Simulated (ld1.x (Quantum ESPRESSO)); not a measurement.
# As (Z = 33): one change to an ultrasoft potential, before and after

As, ultrasoft, made with ld1.x (Quantum ESPRESSO) 7.5 (PBE, scalar-relativistic). Core [Ar] 3d10, reference 4s2 4p3. Waves: 4s (bound): rcut 1.25, rcutus 1.70 bohr; 4s channel at 3.4 Ry: rcut 1.25, rcutus 1.70 bohr; 4p (bound): rcut 1.45, rcutus 1.60 bohr; 4p channel at 0.3 Ry: rcut 1.45, rcutus 1.60 bohr. Local part: all-electron potential smoothed inside 1.30 bohr (lloc = -1). Core correction: none. Augmentation charge: PSQ, inside the norm-conserving radii.

Change: local potential all-electron potential smoothed inside 1.94 bohr (lloc = -1).

Cutoffs: the cutoffs (Ry, on a coarse ladder) from which the occupation-weighted sum of valence levels, in a spherical-Bessel basis at the reference potential, stays within 10 and 1 mRy of its value at 400 Ry; they do not see the model core or the augmentation charge, which bear on the density cutoff. Errors are all-electron minus pseudo energies relative to the spin-unpolarised reference configuration.

How do hardness, ghosts and transferability respond?

The potential gets harder (12 Ry and 21 Ry → 12 Ry and 25 Ry); the errors of the 7 common tests hardly move; neither file shows a bound ghost.

| quantity | base | changed |
| --- | --- | --- |
| cutoff, loose | 12 Ry | 12 Ry |
| cutoff, tight | 21 Ry | 25 Ry |
| bound ghosts | none | none |
| error for 4s2 4p2, meV [ΔE 9.15 eV] | -9.0 | -9.1 |
| error for 4s2 4p1, meV [ΔE 27.07 eV] | -32 | -32 |
| error for 4s2 4p0, meV [ΔE 54.77 eV] | -71 | -73 |
| error for 4s2 4p3.3, meV [ΔE -1.23 eV] | +0.1 | +0.2 |
| error for 4s1 4p3, meV [ΔE 19.26 eV] | +2.1 | +1.9 |
| error for 4s1 4p0, meV [ΔE 105.42 eV] | -17 | -19 |
| error for 4s0 4p5, meV [ΔE 19.06 eV] | +64 | +63 |
| lowest overlap eigenvalue by channel | s 0.43, p 0.62 | s 0.47, p 0.64 |
